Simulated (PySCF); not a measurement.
Trends in electronic spectra. Method used: TDDFT PBE0/def2-SVPD, vertical, gas phase, core orbitals frozen in the response in PySCF. Geometries: GFN2-xTB; one conformer of each isolated species. Triplets are in the Tamm–Dancoff approximation.

Question: Rank by computed lowest triplet energy, lowest first.
A. `N#C[Si@@H]1NCCN1[SiH3]`
B. `FC(C(Cl)Cl)C(Cl)Cl`
C. `N#C[Si@H]1NCCN[SiH2]1`
D. `C=CN([SiH3])[Si@H](N)C#N`
E. `O[SiH](O)O[SiH2]CCl`
F. `Fc1cscc1C(F)F`
G. `c1c(cc(cc1)C(=O)Cl)F`
H. `C=N[Si@H](C#N)N(C)[SiH3]`

Answer: H (3.36 eV), G (3.51 eV), F (3.71 eV), D (4.16 eV), C (4.49 eV), A (4.89 eV), E (6.00 eV), B (6.20 eV).

```csv
SMILES,T1 (eV),α (au),f (S1),HOMO (eV),first f ≥ 0.01 (nm),S1 mainly
C=N[Si@H](C#N)N(C)[SiH3],3.36,103.7,0.001,-7.30,204,H-1→L (85%)
O=C(Cl)c1cccc(F)c1,3.51,98.0,0.000,-7.97,272,H-2→L (94%)
Fc1cscc1C(F)F,3.71,75.3,0.074,-7.51,225,H→L (87%)
C=CN([SiH3])[Si@H](N)C#N,4.16,104.9,0.007,-6.65,236,H→L (95%)
N#C[Si@H]1NCCN[SiH2]1,4.49,103.6,0.002,-6.95,215,H→L (97%)
N#C[Si@@H]1NCCN1[SiH3],4.89,99.7,0.011,-7.14,242,H→L (99%)
O[SiH](O)O[SiH2]CCl,6.00,85.0,0.017,-8.00,188,H→L (71%)
FC(C(Cl)Cl)C(Cl)Cl,6.20,92.9,0.004,-9.04,178,H→L (78%)
```

H and L stand for HOMO and LUMO.
